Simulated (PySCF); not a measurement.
H3O3Ti, SMILES [OH][Ti]([OH])[OH] (connectivity only; charge and spin as stated), neutral, multiplicity 2.

Geometry optimised at B3LYP-D3(BJ)/def2-SVP. The multiplicity is an assumed one; other spin states were not compared. The isomer is the one that the SMILES or the coordinates give; other isomers of the formula were not compared. The values are those of a single conformer.

All values below come from PySCF with TDA-PBE/def2-SVPD.

Vertical excitations; the highest root listed may be one member of a degenerate set. 

```tsv
state	energy (eV)	λ (nm)	f	main pairs
root 1	1.40	882	0.000	α HOMO→LUMO (degenerate set)
root 2	1.41	882	0.000	α HOMO→LUMO+1 (degenerate set)
root 3	2.55	487	0.002	α HOMO→LUMO+2 (degenerate set)
root 4	2.55	487	0.002	α HOMO→LUMO+3 (degenerate set)
root 5	3.13	396	0.000	α HOMO→LUMO+4 98 %
root 6	3.82	324	0.016	α HOMO→LUMO+5, α HOMO→LUMO+6 (degenerate set)
root 7	3.82	324	0.016	α HOMO→LUMO+6, α HOMO→LUMO+5 (degenerate set)
root 8	3.94	315	0.158	α HOMO→LUMO+7 98 %
root 9	5.18	239	0.000	β HOMO→LUMO 98 %
root 10	5.22	237	0.000	α HOMO−1→LUMO+1 80 %, α HOMO−1→LUMO 16 %
```
Unrestricted roots are not spin-pure.
